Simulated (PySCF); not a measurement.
C3H3AlF2.
Bonds: F1–Al2, Al2–F3, Al2–C4, C4–C5 (double), C5–C6, C4–C6. Hydrogens: H7 on C5; H8, H9 on C6.

Level of theory: PBE0-D3(BJ)/def2-SVP geometry optimisation, gas phase (PySCF 2.14.0).

(1) How far are the bound atoms from Al2?

(2) List the angles at Al2.

(3) What is the shape at Al2?

(4) What are the other bond lengths?

(5) Give some angles away from the centre.

(6) What are the rotational constants (commonest isotopes, rigid rotor)?

Results:

(1) 3 atoms: F3 1.654 Å, F1 1.655 Å, C4 1.895 Å. The nearest atom not counted as bound is C5, at 3.10 Å.

(2) 
```tsv
angle	degrees	distance of the outer atoms (Å)
F1–Al2–C4	121.8	3.10
F3–Al2–C4	121.6	3.10
F1–Al2–F3	116.6	2.81
```

(3) Planar: angles 121.8°, 121.6° and 116.6°, sum 360.0°, 0.00 Å off the plane of its three neighbours.

(4) C4=C5 1.311 Å; C5–C6 1.476 Å; C4–C6 1.530 Å; C5–H7 1.089 Å; C6–H8, C6–H9 1.100 Å.

(5) Al2–C4–C5 149.4°, Al2–C4–C6 148.5°, C5–C4–C6 62.1°, C4–C5–C6 66.3°, C4–C6–C5 51.7°.

(6) A = 5280, B = 1744, C = 1323 MHz: an asymmetric top.

Point group: near Cs, missed by 0.14 Å at most; the miss may be what the optimiser left on a soft mode. Charge 0, singlet. PBE0-D3(BJ)/def2-SVP frequencies: not computed here.

Shape of the structure used: `[F:1][Al:2]([F:3])[C:4]1=[CH:5][CH2:6]1`: F1–Al2–C4–C5 -4°.
